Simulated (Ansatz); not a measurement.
TeC, closed-shell singlet (lowest of 2S+1 = 1, 3, 5 at CCSD(T)/def2-TZVPP on PBE0 minima; our sources give no spin for the ground state, which may be another), most abundant isotopes (12.0000 and 129.9062 u). Constants from fifth-degree fits in 1/R to seven points on the lowest solution found; no spin–orbit coupling, no relativity up to Kr; ω_e x_e and α_e move by some per cent with the fit.

Correlated levels freeze the inner cores; with def2 sets outer-core shells near the valence are correlated too. CBS(a, b) extrapolates the correlation energy as X⁻³ and adds the Hartree–Fock energy of set b.

Codes used: Ansatz (a first-principles code). Values without a source in brackets are computed. In def2 rows elements past Kr take small-core potentials, without spin–orbit coupling.

| level | r_e (Å) | ω_e (cm⁻¹) | ω_e x_e (cm⁻¹) | α_e (cm⁻¹) |
|---|---|---|---|---|
| PBE/def2-TZVPP | 1.9072 | 849.6 | 3.39 | 0.00248 |
| CCSD(T)/CBS(def2-TZVPP, def2-QZVPP) | 1.8965 | 862.2 | 3.87 | 0.00260 |

Problem. Derive the rotational constants, the centrifugal constant, the fundamental, the zero-point energy and the force constant.

Solution. 
μ = 10.98525 u.
- PBE/def2-TZVPP: B_e = 16.8576/(μ r_e²) = 0.42190 cm⁻¹; B₀ = B_e − α_e/2 = 0.42066 cm⁻¹; D = 4B_e³/ω_e² = 4.16e-07 cm⁻¹; fundamental ω_e − 2ω_e x_e = 843 cm⁻¹; zero-point energy ω_e/2 − ω_e x_e/4 = 424 cm⁻¹; k = μ(2πcω_e)² = 467 N/m; the line J = 1 ← 0 at 2B₀ = 25.22 GHz
- CCSD(T)/CBS(def2-TZVPP, def2-QZVPP): B_e = 16.8576/(μ r_e²) = 0.42666 cm⁻¹; B₀ = B_e − α_e/2 = 0.42536 cm⁻¹; D = 4B_e³/ω_e² = 4.18e-07 cm⁻¹; fundamental ω_e − 2ω_e x_e = 855 cm⁻¹; zero-point energy ω_e/2 − ω_e x_e/4 = 430 cm⁻¹; k = μ(2πcω_e)² = 481 N/m; the line J = 1 ← 0 at 2B₀ = 25.50 GHz

Doubts at one or more of the structures used: a restricted determinant that unrestricted orbitals would lower (CCSD(T)/CBS(def2-TZVPP, def2-QZVPP)).
